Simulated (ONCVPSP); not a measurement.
# u(r) = r·R(r): atom against pseudo-atom (Ru (Z = 44))

Columns: radius, all-electron u(r) and pseudo u(r) of the 4p shell (level -47.90 eV) of ruthenium in the configuration [Ar] 3d10 4s2 4p6 4d7 5p1; BLYP, scalar-relativistic, ONCV scheme, ONCVPSP 4.0.1.

```csv
r (bohr),all-electron,pseudo
0.115,0.2351,0.0400
0.230,-0.4525,0.1527
0.345,-0.5159,0.3184
0.460,-0.1194,0.5091
0.575,0.3577,0.6953
0.690,0.7323,0.8510
0.805,0.9612,0.9590
0.920,1.0608,1.0121
1.035,1.0652,1.0124
1.150,1.0090,0.9692
1.265,0.9196,0.8951
1.380,0.8161,0.8032
1.495,0.7105,0.7047
1.610,0.6100,0.6077
1.725,0.5181,0.5174
1.840,0.4365,0.4363
1.955,0.3654,0.3654
2.070,0.3044,0.3043
2.185,0.2525,0.2524
2.300,0.2087,0.2087
2.415,0.1721,0.1720
2.530,0.1415,0.1415
2.645,0.1162,0.1161
2.760,0.0952,0.0952
2.875,0.0779,0.0779
2.990,0.0637,0.0637
```

Q: How many radial nodes do the two functions have?

A: The all-electron 4p function has n − l − 1 = 2; the pseudo-wave has 0, since the states of the same l below it are removed with the core.

Q: At about which radius was the pseudo-wave matched?

A: 2.05 bohr. The columns agree to 0.0005 from 1.84 bohr on; several derivatives are matched, so the curves merge somewhat inside the radius.

Q: Where does each function peak?

A: Outermost all-electron maximum near 1.03 bohr, pseudo maximum near 1.03 bohr (to the table’s step).

Q: Is the pseudo-wave norm-conserving?

A: Yes: the ONCV scheme keeps the norm inside the radius equal to the all-electron one, which fixes the energy derivative of the logarithmic derivative at the level.
